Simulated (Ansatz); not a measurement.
Spectroscopic constants of CuNi, multiplicity 2 (the spin of the measured ground state). No spin–orbit coupling. Ni is treated without relativity. Cu is treated without relativity.

D_e counts from the fitted minimum to each atom's lowest state at the same level, without counterpoise.

Codes used: Ansatz (a quantum-chemistry and plane-wave program) with Gaussian orbitals. Each number belongs to the level named beside it.

**Question.** What bond energy D_e does r2SCAN/def2-TZVPP give?

**Answer.** 2.02 eV

**Question.** What bond energy D_e does B97M-V/def2-TZVPP give?

**Answer.** 1.96 eV

**Question.** Predict the bond energy D_e from CAM-B3LYP/def2-TZVPP.

**Answer.** 1.76 eV
